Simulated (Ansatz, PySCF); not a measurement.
System: PbI, charge 0, multiplicity 2. 
Coordinates optimised at B3LYP-D3(BJ)/def2-TZVP (Ansatz, a program for electronic structure):
```
Pb
I 1 2.8311
```
Charge 0, spin multiplicity 2.

Dipole moments at this geometry, in debye (magnitudes).

```
level               program  dipole (D)
------------------  -------  ----------
TPSS/def2-TZVPD       PySCF        3.11
r2SCAN0/def2-TZVPD   Ansatz        3.45
HSE06/def2-TZVPD     Ansatz        3.33
LC-wPBE/def2-TZVPD   Ansatz        3.87
wB97X-V/def2-TZVPD   Ansatz        3.76
CCSD(T)/def2-SVPD    Ansatz        3.36
```
